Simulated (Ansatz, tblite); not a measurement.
Forces on H2Se2 at its r2SCAN-D4/def2-TZVP geometry. The state is a singlet with charge 0.

The xTB rows come from tblite.

GFN1-xTB (tblite), largest force 0.54 eV/Å:

```xyz
4
positions Å, forces eV/Å
Se   -1.218    0.296    0.239    0.278   -0.412   -0.208
Se    0.998   -0.209    0.767   -0.152    0.362   -0.369
H    -1.399   -0.763   -0.769    0.021    0.314    0.282
H     1.618    0.675   -0.236   -0.147   -0.263    0.296
```

GFN2-xTB (tblite), largest force 0.61 eV/Å:

```
Se 0.527 -0.301 -0.044
Se -0.450 0.270 -0.307
H 0.025 0.173 0.176
H -0.102 -0.143 0.176
```

PBE0-D4/def2-TZVP (Ansatz), largest force 0.10 eV/Å:

```
Se 0.102 -0.018 0.017
Se -0.099 0.017 -0.030
H 0.016 0.005 0.010
H -0.019 -0.004 0.003
```
